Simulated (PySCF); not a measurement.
Ligand exchange on a metal centre used in film growth or etching (Hf Cl-OH). All species are isolated molecules in the gas phase. One relaxed conformer stands for each flexible species; it need not be the lowest.

These are TPSSh-D3(BJ)/def2-TZVP // BP86-D3(BJ)/def2-SVP in PySCF values and carry that method's errors. 

| species | mean distance from the central atom to its bonded neighbours (Å) | charge on the central atom (Mulliken) (e) | LUMO (eV) | HOMO–LUMO gap (eV) |
|---|---|---|---|---|
| 0 of 4 Cl replaced by OH ([Hf(Cl)4]) | 2.338 | 1.27 | -2.68 | 6.31 |
| 1 of 4 Cl replaced by OH ([Hf(Cl)3(OH)]) | 2.241 | ___ | -1.95 | ___ |
| 2 of 4 Cl replaced by OH ([Hf(Cl)2(OH)2]) | ___ | 1.48 | ___ | 6.96 |
| 3 of 4 Cl replaced by OH | 2.045 | 1.57 | -0.37 | 7.41 |
| 4 of 4 Cl replaced by OH ([Hf(OH)4]) | ___ | 1.64 | -0.13 | 7.32 |

Q: Complete the blanks.

A: 
- 1 of 4 Cl replaced by OH ([Hf(Cl)3(OH)]), charge on the central atom (Mulliken) (e): 1.38
- 1 of 4 Cl replaced by OH ([Hf(Cl)3(OH)]), HOMO–LUMO gap (eV): 6.62
- 2 of 4 Cl replaced by OH ([Hf(Cl)2(OH)2]), mean distance from the central atom to its bonded neighbours (Å): 2.144
- 2 of 4 Cl replaced by OH ([Hf(Cl)2(OH)2]), LUMO (eV): -1.23
- 4 of 4 Cl replaced by OH ([Hf(OH)4]), mean distance from the central atom to its bonded neighbours (Å): 1.942
